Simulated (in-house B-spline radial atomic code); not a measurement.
Computed with a B-spline radial atomic code. Model: two electrons, singlet ground state, non-relativistic, full CI in B-splines with partial waves to l = 8 (at full coupling up to 3e-4 hartree above the limit, correlation up to 0.6 % small), density held at that of full coupling by Lieb maximisation.

Along the adiabatic connection the electron repulsion is scaled by a coupling λ while a local potential keeps the density fixed. At λ = 0 the system is the Kohn-Sham one and W equals the exchange energy; the exchange-correlation energy is the area under W between 0 and 1. The kinetic energy rises with λ as the electrons avoid each other, with dT/dλ = −λ dW/dλ.

Command:
```bash
python run_ac.py task.json out
```
Settings (lengths in bohr, energies in hartree):
```
potential              dot
strength               3.37
lmax                   8
second                 0.3
```

Cost of the run: 12 s on 1 thread of Intel(R) Xeon(R) Processor @ 2.30GHz (shared host).

**W = mean repulsion less Hartree energy, and W of three functionals.**

Given: confinement charge in harmonic well; well frequency 3.37 hartree; nuclear charge 0.3; external potential omega^2 r^2/2 - Z/r.

Computed: PBE exchange minus exact 62.479 millihartree; SCAN exchange minus exact 5.8502 millihartree.

| coupling | W xc (hartree) | W xc minus exchange (millihartree) | kinetic minus Kohn-Sham (millihartree) | LDA (PW92) W minus its exchange (millihartree) | PBE W minus its exchange (millihartree) | SCAN W minus its exchange (millihartree) |
| --- | --- | --- | --- | --- | --- | --- |
| 0 | -1.4599 | 0 | 0 | 0 | 0 | 0 |
| 0.02 | -1.4618 | -1.958 | 0 | -12.88 | -3.09 | -1.9 |
| 0.05 | -1.4647 | -4.872 | 0.1 | -26.71 | -7.64 | -4.7 |
| 0.12 | -1.4714 | -11.562 | 0.7 | -51.89 | -17.85 | -11.07 |
| 0.25 | -1.4835 | -23.595 | 2.9 | -87.84 | -35.47 | -22.39 |
| 0.4 | ? | ? | ? | ? | ? | ? |
| 0.6 | -1.5135 | -53.638 | 15.6 | -157.32 | -76.64 | -50.39 |
| 0.8 | -1.5293 | -69.397 | 26.6 | -188.13 | -97.14 | -65.04 |
| 1 | ? | ? | ? | ? | ? | ? |
| 1.4 | -1.5713 | -111.38 | 72.4 | -260.82 | -149.61 | -104.32 |
| 2 | -1.6066 | -146.74 | 132.2 | -315.94 | -192.43 | -137.98 |
| 3 | -1.6543 | -194.47 | 250.5 | -385.89 | -249.68 | -184.74 |
| 4.5 | -1.7077 | -247.79 | 448.2 | -461.53 | -314.42 | -239.28 |
| 7 | -1.7675 | -307.61 | 786.5 | -546.83 | -390.06 | -303.77 |
| 10 | -1.8137 | -353.8 | 1174.3 | -615.04 | -452.05 | -355.61 |

Question: What belongs in the row 0.4?

Answer: W xc (hartree): -1.4967; W xc minus exchange (millihartree): -36.875; kinetic minus Kohn-Sham (millihartree): 7.2; LDA (PW92) W minus its exchange (millihartree): -120.93; PBE W minus its exchange (millihartree): -54.08; SCAN W minus its exchange (millihartree): -34.8.

Question: What belongs in the row 1?

Answer: W xc (hartree): -1.5441; W xc minus exchange (millihartree): -84.228; kinetic minus Kohn-Sham (millihartree): 39.9; LDA (PW92) W minus its exchange (millihartree): -215.06; PBE W minus its exchange (millihartree): -115.97; SCAN W minus its exchange (millihartree): -78.85.

Question: What is the LDA exchange minus exact?

Answer: 212.7 millihartree.

**Energy parts, natural occupations and partial-wave weights.**

Computed: correlation energy -0.044298 hartree; kinetic part of the DFT correlation energy 0.03993 hartree; initial slope twice GL2 -0.098226 hartree; kinetic part over minus potential part 0.47407; Hartree energy 2.9197 hartree; Kohn-Sham kinetic 5.0052 hartree; Lieb Oxford ratio E_xc over LDA exchange 1.2061.

```json
{"natural": "s", "occupation of the shell (electrons)": "1.9916"}
{"natural": "p", "occupation of the shell (electrons)": "0.007447"}
{"natural": "s", "occupation of the shell (electrons)": "?"}
{"natural": "d", "occupation of the shell (electrons)": "0.00031357"}
{"natural": "p", "occupation of the shell (electrons)": "7.144e-05"}
{"natural": "f", "occupation of the shell (electrons)": "4.0652e-05"}
```

Question: What belongs in the row s?

Answer: occupation of the shell (electrons): 0.00050048.

```
wave      weight
   s     0.99604
   p   0.0037615
   d           ?
   f  2.2505e-05
   g  5.1402e-06
```

Question: What belongs in the row d?

Answer: weight: 0.00016463.

Question: What is the total energy?

Answer: 10.2827 hartree.

Question: What is the exchange energy?

Answer: -1.4599 hartree.

Half-way to full coupling W has made 54 % of its drop, against 50 % for a straight line, and second-order (GL2) theory, half the initial slope, overshoots the correlation energy by about 11 %: a moderate bend, as in light atoms. Over couplings 0 to 1 the errors in E_xc come to about +126 millihartree for LDA, +44 millihartree for PBE, +8.5 millihartree for SCAN, so SCAN is nearest. In LDA and PBE the errors of exchange and correlation have opposite signs, so the sum is smaller than the larger of the two.
